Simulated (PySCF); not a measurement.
## Diatomic cations of Rb with group 15

MP2 with double-zeta basis sets in PySCF, for the lowest determinant that a PBE0 search found; no spin–orbit coupling. De refers to high-spin ground-configuration atoms (the charge goes to the atom of lower measured ionisation energy or higher electron affinity, which is not always the lowest computed limit).

| M | basis | reference, frozen orbitals | charged atom | state (unpaired electrons) | Re (Å) | ωe (cm⁻¹) | De (eV) |
| --- | --- | --- | --- | --- | --- | --- | --- |
| P | def2-SVP | UHF, 5 | Rb+ | quartet (σ ↑, π ↑↑) | 3.792 | 62.7 | 0.13 |
| As | def2-SVP | UHF, 9 | Rb+ | quartet (σ ↑, π ↑↑) | 3.873 | 46.7 | 0.13 |
| Sb | def2-SVP | UHF, 4 | Rb+ | quartet (σ ↑, π ↑↑) | 4.116 | 37.7 | 0.12 |
| Bi | def2-SVP | UHF, 4 | Rb+ | quartet (σ ↑, π ↑↑) | 4.189 | 33.6 | n/a |

The shortest bond is that of RbP⁺ (3.792 Å), the longest that of RbBi⁺ (4.189 Å).

Down a group the atoms grow and get heavier, so bonds lengthen and wavenumbers fall; this series shows no clear exception.

Correlated steps freeze the inner cores (4 to 9 orbitals); shallow outer-core shells are correlated. Weak bonds: RbAs⁺, RbP⁺, RbSb⁺. Basis-set superposition, not corrected here, can be much of De in a small basis, most of all at correlated wavefunction levels. These are scalar-relativistic numbers at best; spin–orbit coupling would shift them, the dissociation energy most. For an ion De counts to the pair picked by the measured ionisation energies or electron affinities, which need not be the lowest pair at this level. States were picked by a PBE0 search and need not be the measured ground states.
